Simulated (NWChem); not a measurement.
sulfur difluoride (SF₂); SMILES FSF

Program: NWChem. Pople sets run with spherical d functions. Coordinates come from a PBE0/def2-SVP optimisation. Level: M06-2X/6-31G* with COSMO at NWChem's default radii, gas-phase geometry; rows give the dielectric constant.

```
dielectric constant  electrostatic solvation energy (kcal/mol)  dipole in solution (D)
-------------------  -----------------------------------------  ----------------------
2.0                                                       -0.9                    1.47
2.4                                                       -1.0                    1.49
25.0                                                      -1.8                    1.59
37.5                                                      -1.8                    1.60
78.4                                                      -1.8                    1.60
```
